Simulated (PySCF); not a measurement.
Compound: C₃H₆Se.
SMILES: `CC(C)=[Se]`

Method used: PBE0-D3(BJ)/def2-SVP geometry optimisation, gas phase in PySCF.

Take the most abundant isotopes and a rigid rotor. 

Question: Give the principal moments of inertia and the rotational constants in cm⁻¹.

Answer: Ia = 57.56, Ib = 166.39, Ic = 217.67 u·Å²; 505379 MHz·u·Å²/I gives 8781, 3037 and 2322 MHz, that is A = 0.29289, B = 0.10131, C = 0.07744 cm⁻¹.

Question: Classify the top.

Answer: An asymmetric top: κ = (2 × 3037 − 8781 − 2322)/(8781 − 2322) = -0.78.

Question: Is it planar, by Δ = Ic − Ia − Ib?

Answer: Not planar: Δ = Ic − Ia − Ib = -6.28 u·Å². For a rigid frame Δ = −2 Σ m c², so Σ m c² = 3.14 u·Å² lies off the ab plane, practically all of it from hydrogen. The atom farthest from that plane is 0.89 Å away.

Question: Give the other two planar moments, Paa and Pbb, and the rms extents of the mass along the axes.

Answer: Paa = Σ m a² = (Ib + Ic − Ia)/2 = 163.26 and Pbb = Σ m b² = (Ia + Ic − Ib)/2 = 54.42 u·Å². With the mass M = 121.96 u, the rms extents √(P/M) along a, b and c are 1.16, 0.67, 0.16 Å.

Question: List the rotational levels J(Ka,Kc) to J = 3 (MHz).

Answer: Above 0(0,0):
J = 1: 1(0,1) 5359, 1(1,1) 11102, 1(1,0) 11818
J = 2: 2(0,2) 16014, 2(1,2) 21105, 2(1,1) 23251, 2(2,1) 40482, 2(2,0) 40544
J = 3: 3(0,3) 31843, 3(1,3) 36071, 3(1,2) 40360, 3(2,2) 56558, 3(2,1) 56869, 3(3,1) 87102, 3(3,0) 87105
Those of J = 1 are B + C, A + C and A + B.

Question: Predict some low-J microwave lines.

Answer: The dipole components are |μa| = 2.77 D, |μb| = 0.00 D, |μc| = 0.00 D; the symmetry axis of this C2v structure is a, so μb and μc vanish by symmetry and there are no b-type or c-type lines. Some lines, for components of 0.1 D or more:

```csv
type,branch,"J(Ka,Kc)",MHz,lower level (cm⁻¹)
a,Q,"3(2,1) ← 3(2,2)",311,1.887
a,Q,"1(1,0) ← 1(1,1)",716,0.370
a,Q,"4(2,2) ← 4(2,3)",911,2.600
a,Q,"3(1,2) ← 3(1,3)",4290,1.203
a,R,"1(0,1) ← 0(0,0)",5359,0.000
a,Q,"4(1,3) ← 4(1,4)",7131,1.867
a,R,"2(1,2) ← 1(1,1)",10002,0.370
a,R,"2(0,2) ← 1(0,1)",10655,0.179
a,R,"2(1,1) ← 1(1,0)",11433,0.394
a,R,"3(1,3) ← 2(1,2)",14966,0.704
a,R,"3(0,3) ← 2(0,2)",15829,0.534
a,R,"3(2,1) ← 2(2,0)",16325,1.352
a,R,"3(1,2) ← 2(1,1)",17109,0.776
a,R,"4(1,4) ← 3(1,3)",19889,1.203
a,R,"4(0,4) ← 3(0,3)",20835,1.062
a,R,"4(2,3) ← 3(2,2)",21387,1.887
a,R,"4(3,2) ← 3(3,1)",21552,2.905
a,R,"4(3,1) ← 3(3,0)",21572,2.906
a,R,"4(2,2) ← 3(2,1)",21987,1.897
a,R,"4(1,3) ← 3(1,2)",22730,1.346
```

Question: Estimate the classical rotational partition function at 25 K, 50 K and 100 K.

Answer: Point group C2v, symmetry number σ = 2; q = (√π/σ)·√((kT/h)³/(ABC)), k/h = 20836.6 MHz/K: 1340 at 25 K, 3790 at 50 K, 10700 at 100 K.

Not checked by PBE0-D3(BJ)/def2-SVP frequencies. No vibrational averaging or centrifugal distortion is included, and the geometry carries the error of its method. A rigid rotor knows nothing of internal rotation, which can split or shift real lines.
